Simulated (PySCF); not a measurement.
CH3BBrF. Atoms are numbered in the order given.

```xyz
7

B     -0.0197    -0.8426     0.4150
F     -1.0776    -1.6132     0.2351
Br    -0.0588     0.8859    -0.4560
C      1.2089    -1.3201     1.2475
H      1.7029    -0.4973     1.7838
H      1.9568    -1.7340     0.5454
H      0.9398    -2.1216     1.9526
```
Charge 0, spin multiplicity 1.

The structure is a stationary point at B3LYP-D3(BJ)/def2-SVP.

Calculation: PySCF with B3LYP-D3(BJ)/def2-SVP.

Frequencies are harmonic and unscaled.

Task: Give all harmonic wavenumbers and intensities. (Estimate from the structure and the level; the computed values follow.)

Result: 
```csv
mode,ν (cm⁻¹),IR (km/mol),moving atoms (share of kinetic energy)
1,34,0.3,H 96 %
2,262,0.5,"C 36 %, H 27 %, F 15 %, Br 12 %, B 10 %"
3,328,1.6,"F 64 %, Br 23 %"
4,418,2.9,"B 56 %, H 36 %"
5,544,38.7,"C 30 %, B 24 %, H 19 %, F 18 %, Br 9 %"
6,843,19.8,"H 53 %, C 21 %, B 19 %"
7,867,13.1,"H 56 %, C 23 %, B 13 %, F 8 %"
8,1063,282.9,"B 62 %, H 24 %, C 12 %"
9,1298,104.8,"H 55 %, B 23 %, C 12 %, F 10 %"
10,1372,221.1,"B 40 %, H 32 %, C 16 %, F 12 %"
11,1425,8.3,H 91 %
12,1441,23.0,H 86 %
13,3025,0.7,H 96 %
14,3103,4.1,"H 92 %, C 8 %"
15,3146,4.3,"H 91 %, C 9 %"
```
